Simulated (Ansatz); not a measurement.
A made-up structure of CH3OSe (charge +1), closed shell:

```xyz
6
angstrom
O 0.0862 0.0896 0.7035
C -0.3564 0.0575 -0.7355
Se 1.8436 0.5281 1.1262
H -1.0711 -0.6759 -1.0090
H 0.4606 0.1150 -1.4084
H -0.7074 -0.1048 1.2263
```

It is relaxed with PBE-D4/def2-SVP and then PBE0-D4/def2-TZVP (Ansatz 0.2.0). Atoms count as bonded within 1.22 times the sum of their covalent radii (H–H: 0.88 Å). The end point is not checked to be a true minimum.

(1) Does its bonding change? (Judge from chemistry; the calculation decides.)

## Answers

(1) Computed: No: no bond forms or breaks.

Where it ends: The first stage lowers the energy by 1.00 eV in 8 steps. It ends as CH₃OSe ([CH2][OH][Se]), total charge +1:
```
6
angstrom
O 0.1138 0.0393 0.5018
C -0.2677 -0.1256 -0.7278
Se 1.7688 0.6467 1.3263
H -1.2753 -0.4876 -0.9008
H 0.4694 0.1181 -1.4842
H -0.5534 -0.1813 1.1879
```

Labels in which every atom is bracketed show which atoms are joined, not bond orders.

For scale, one of the runs: PBE0-D4/def2-TZVP relaxation, 128 basis functions, launched by `ansatz run in.yaml --threads 2 --pin off --events-out ev --progress --plain --max-ram 4352MiB`. The run took about 19 s on 2 CPU threads of an Arm Neoverse V1 (shared host).
